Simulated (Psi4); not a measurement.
Relaxed torsion scan: SMILES O[SiH2][SiH2]F, singlet. Scanned: dihedral H5–O1–Si2–Si3; all other coordinates were relaxed at GFN2-xTB. Points at φ and −φ are mirror images.

Geometry of the scan point at 75° (Å):
```
9

O      1.3573     0.5437     1.1913
Si     0.9043    -0.0146    -0.2732
Si     1.3880    -2.2550    -0.4441
F      0.8738    -2.7374    -1.8989
H      2.2629     0.7069     1.4340
H      1.5567     0.7956    -1.3152
H     -0.5202     0.3113    -0.2486
H      2.8028    -2.6408    -0.4650
H      0.7022    -3.1772     0.4604
```

Calculation: Psi4 1.11 with DF-MP2 (frozen core)/cc-pVTZ // GFN2-xTB.

Scanned values (°): -165, -150, -135, -120, -105, -90, -75, -60, -45, -30, -15, 0, 15, 30, 45, 60, 75, 90, 105, 120, 135, 150, 165, 180.

Question: Describe the profile: where are the wells and the tops?

Answer: Lower than their neighbours: -75° (2.41 kJ/mol), 75° (2.41 kJ/mol), 180° (0.00 kJ/mol). Higher than their neighbours: -105° (2.71 kJ/mol), 0° (6.01 kJ/mol), 105° (2.71 kJ/mol). The whole profile spans 6.01 kJ/mol.
